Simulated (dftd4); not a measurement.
C4H8O2S, charge -1, doublet, at the geometry of the source list (a state made from the parent by changing its charge; the spin is typed, not shown lowest); dftd4 with D4 for tpssh.

Here is a job for dftd4.
```
$ dftd4 mol.xyz --func tpssh --charge -1 --json dftd4.json --noedisp

# file mol.xyz
15

O      2.15370000     1.24870000    -0.46550000
S      1.15940000     0.77730000     0.45840000
O      1.34220000     1.09490000     1.84770000
C     -0.51370000     1.29520000    -0.08850000
C     -1.04900000     0.04500000    -0.74980000
C     -0.58920000    -1.14330000     0.10210000
C      0.91180000    -1.02840000     0.24590000
H     -1.06620000     1.57120000     0.80460000
H     -0.40910000     2.14240000    -0.75690000
H     -2.13640000     0.06560000    -0.83280000
H     -0.62890000    -0.04640000    -1.75360000
H     -0.87980000    -2.08770000    -0.35970000
H     -1.05670000    -1.08360000     1.08710000
H      1.31570000    -1.53460000     1.11530000
H      1.44640000    -1.31630000    -0.65430000
```

Output, abridged:

```
                    ____  _____ _____     ____  _  _
      -------------|  _ \|  ___|_   _|---|  _ \| || |------------
     |             | | | | |_    | | ___ | | | | || |_           |
     |             | |_| |  _|   | ||___|| |_| |__   _|          |
     |             |____/|_|     |_|     |____/   |_|            |
     |             ===================================           |
     |            E. Caldeweyher, S. Ehlert & S. Grimme          |
     |          Mulliken Center for Theoretical Chemistry        |
     |                    University of Bonn                     |
      -----------------------------------------------------------

Rational (Becke-Johnson) damping: tpssh-D4-ATM
---------------------
  s6         1.0000
  s8         1.8590
  s9         1.0000
  a1         0.4429
  a2         4.6023
 alp        16.0000
--------------------

Dispersion energy:      -2.0941959756746E-02 Eh

[Info] JSON dump of results written to 'dftd4.json'
```
